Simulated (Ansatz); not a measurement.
C₂H₈B₂Si (`BC1(B)C[SiH2]1`) at its PBE0-D4/def2-TZVP geometry, where that method's forces vanish. Charge 0, multiplicity 1.

```xyz
13

B     0.1928    1.2901   -1.0462
C     0.4254    0.2937    0.0884
B     1.4522   -0.8253   -0.0783
C    -0.4564    0.3411    1.3401
Si   -1.1975   -0.7008    0.0258
H     0.7386    1.1295   -2.0975
H    -0.5431    2.2286   -0.8961
H     1.7124   -1.5594    0.8372
H     1.9945   -0.9802   -1.1323
H    -0.9327    1.2940    1.5506
H    -0.0643   -0.1647    2.2174
H    -2.2546   -0.1757   -0.8607
H    -1.0672   -2.1710    0.0517
```

(1) What forces (eV/Å) does r2SCAN-D4/def2-TZVPP give on these atoms in Ansatz? (Best estimate.)

Results:

(1) Computed: 
```
B1  -0.025  0.080 -0.090
C2   0.063 -0.006 -0.092
B3   0.079 -0.094 -0.011
C4  -0.059  0.049  0.181
Si5 -0.053 -0.049 -0.036
H6  -0.021  0.006  0.037
H7   0.025 -0.024  0.005
H8  -0.007  0.028 -0.019
H9  -0.020  0.005  0.038
H10  0.002 -0.014 -0.003
H11 -0.009  0.004 -0.011
H12  0.019 -0.003  0.005
H13  0.006  0.018 -0.005
```
